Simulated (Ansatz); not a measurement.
`C[Te][GeH3]` + `CC(=S)CF` → `C[Te]C(C)=S` + `F[CH2][GeH3]`  (formal exchange of groups at a Te–Ge bond)

Isolated molecules relaxed with PBE0-D4/def2-TZVP in Ansatz; ΔE leaves out vibrations. CBS: MP2 limit from def2 TZ/QZ plus the TZ coupled-cluster correction, frozen cores. def2 core potentials past Kr. For Ge, Te outer-core shells are correlated without core-valence functions, which leaves a few kJ/mol of doubt a bond. Scalar relativity is left out up to krypton. One conformer a species, not always the lowest.

```tsv
species	CCSD(T)/CBS(def2) energy (Eh)
`C[Te][GeH3]`	-2385.51123
`CC(=S)CF`	-614.70613
`C[Te]C(C)=S`	-783.25526
`F[CH2][GeH3]`	-2216.93494
```

(1) Work out ΔE.

Largest T1 diagnostic among the species: 0.016.

Results:

(1) ΔE = (-783.25526) + (-2216.93494) − (-2385.51123) − (-614.70613) = 0.02716 Eh = +17.0 kcal/mol.

At CCSD(T), def2-SVP lies +6.2 kcal/mol from the extrapolated value and def2-TZVPP +0.3 kcal/mol. The D4 term adds −1.2 kcal/mol with B3LYP and −0.6 kcal/mol with PBE0; it sums over pairs of atoms, weighted by their polarisabilities, and B3LYP, whose exchange is more repulsive, gets the larger term. From BLYP to BHLYP (50 % exact exchange), in def2-TZVPP and without D4, ΔE moves by +6.7 kcal/mol.

B3LYP here is the variant with VWN-RPA as its local correlation; programs differ in this.
